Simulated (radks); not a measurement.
The numbers below are computed, except where a source is named.
Neutral chromium inside a hard spherical wall (all orbitals vanish at R), configuration held at [Ar] 3d5 4s1 and not refilled when levels cross. Code: a radial shooting solver on a logarithmic mesh with Libxc functionals. Model: non-relativistic Kohn-Sham, PBE, spin-polarised, spherical densities, point nucleus; open shells are filled with parallel spins first. Eigenvalues in eV for spin up, with the zero of energy where the potential of the charges vanishes at infinity; a dash marks a level that is unbound or too diffuse for the functional's potential to be trusted. A positive occupied level is held by the wall or, in an anion where self-interaction has pushed it up, behind a barrier. The pressure on the wall is -dE/dV.

| R (bohr) | E (hartree) | kinetic (hartree) | e(3s) | e(3p) | e(4s) | e(3d) | e(4p, empty) | e(5s, empty) | pressure (GPa) |
|---|---|---|---|---|---|---|---|---|---|
| free | -1044.23090 | 1043.363 | -73.315 | -45.918 | -4.363 | -3.814 | -1.214 | - | 0 |
| 20 | -1044.23090 | 1043.363 | -73.315 | -45.918 | -4.363 | -3.814 | -1.213 | - | < 0.0001 |
| 12 | -1044.23084 | 1043.363 | -73.308 | -45.910 | -4.357 | -3.807 | -1.161 | 0.810 | 0.00104 |
| 10 | -1044.23039 | 1043.367 | -73.268 | -45.871 | -4.324 | -3.770 | -1.028 | 1.866 | 0.0127 |
| 7 | -1044.21911 | 1043.435 | -72.763 | -45.368 | -3.834 | -3.302 | 0.033 | 7.417 | 0.586 |
| 5 | -1044.13130 | 1043.811 | -70.693 | -43.332 | -1.289 | -1.402 | 3.958 | 22.707 | 10.4 |
| 2.5 | -1041.52801 | 1052.408 | -51.650 | -24.531 | 45.937 | 19.370 | 59.447 | 176.39 | 1770 |
